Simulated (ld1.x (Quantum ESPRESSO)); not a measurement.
indium (In): one change to a TM semilocal potential, before and after

- Element: indium (In)
- Generator: ld1.x (Quantum ESPRESSO) 7.5
- Type: norm-conserving Troullier–Martins (semilocal form)
- Functional: LDA (PZ)
- Relativity: scalar-relativistic
- Frozen core: [Kr] 4d10
- Valence charge: 3
- Reference configuration: 5s1 5p0 (charge +2)
- Partial waves: 5s (bound): rc 1.95 bohr; 5d channel at 0.25 Ry: rc 1.75 bohr; 5p (bound, empty): rc 1.70 bohr
- Local potential: the p channel
- Core correction: a·sin(br)/r model core, default radius (core density twice the valence density)

All-electron outer shells of the reference configuration (LDA (PZ), scalar-relativistic, ld1.x):

```json
{"shell": "4d", "level (eV)": "-36.76", "outermost node (bohr)": "0.40", "outermost maximum (bohr)": "0.94"}
{"shell": "5s", "level (eV)": "-24.13", "outermost node (bohr)": "1.02", "outermost maximum (bohr)": "2.03"}
{"shell": "5p", "level (eV)": "-16.53", "outermost node (bohr)": "1.13", "outermost maximum (bohr)": "2.42"}
```

Change: wave 5s (bound): rc 1.95 bohr becomes 5s (bound): rc 2.46 bohr.

Cutoffs: the cutoffs (Ry, on a coarse ladder) from which the occupation-weighted sum of valence levels, in a spherical-Bessel basis at the reference potential, stays within 10 and 1 mRy of its value at 400 Ry; they do not see the model core or the augmentation charge, which bear on the density cutoff. Errors are all-electron minus pseudo energies relative to the spin-unpolarised reference configuration.

Q: How do hardness, ghosts and transferability respond?

A: The potential gets softer (10 Ry and 25 Ry → 8 Ry and 21 Ry); the errors of the 9 common tests hardly move; neither file shows a bound ghost. A larger radius leaves more room for a smooth pseudo-wave, so fewer plane waves are needed. A semilocal file is local in each channel, so a ghost entry of none says nothing of the separable form that plane-wave codes build from it.

| quantity | base | changed |
| --- | --- | --- |
| cutoff, loose | 10 Ry | 8 Ry |
| cutoff, tight | 25 Ry | 21 Ry |
| bound ghosts | none | none |
| error for 5s2 5p1, meV [ΔE -25.26 eV] | -136 | -135 |
| error for 5s2 5p0, meV [ΔE -19.66 eV] | -80 | -82 |
| error for 5s2 5p0.5, meV [ΔE -23.21 eV] | -114 | -115 |
| error for 5s0 5p3, meV [ΔE -13.09 eV] | -9.2 | -8.5 |
| error for 5s1 5p1, meV [ΔE -12.97 eV] | -29 | -28 |
| error for 5s2 5p1.3, meV [ΔE -25.84 eV] | -142 | -140 |
| error for 5s1 5p2, meV [ΔE -19.32 eV] | -60 | -58 |
| error for 5s1 5p0 (spin-polarised), meV [ΔE -0.22 eV] | +21 | +19 |
| error for 5s2 5p1 (spin-polarised), meV [ΔE -25.37 eV] | -134 | -133 |

Base: The cutoffs count occupied waves only; the empty 5p level needs 40 Ry at the loose tolerance. Changed file: The cutoffs count occupied waves only; the empty 5p level needs 40 Ry at the loose tolerance.
